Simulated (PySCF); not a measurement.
A calculated (LDA, PySCF 2.14, ANO-RCC-VTZP, the spin-free X2C one-electron Hamiltonian (Gaussian nucleus)) atom or ion has these occupied shells.

| shell | electrons | orbital energy (eV) | rms radius, mean of both spins (bohr) |
| --- | --- | --- | --- |
| 1s α | 1 | -529.93 | 0.233 |
| 1s β | 1 | -527.23 | 0.233 |
| 2s α | 1 | -41.568 | 1.18 |
| 2p α | 3 | -26.641 | 1.25 |
| 2p β | 1 | -21.340 | 1.25 |

Problem. Name the element and its charge.

Solution. O⁺ (oxygen, charge +1), in [He] 2s1 2p4, high-spin 4P determinant (an excited configuration).
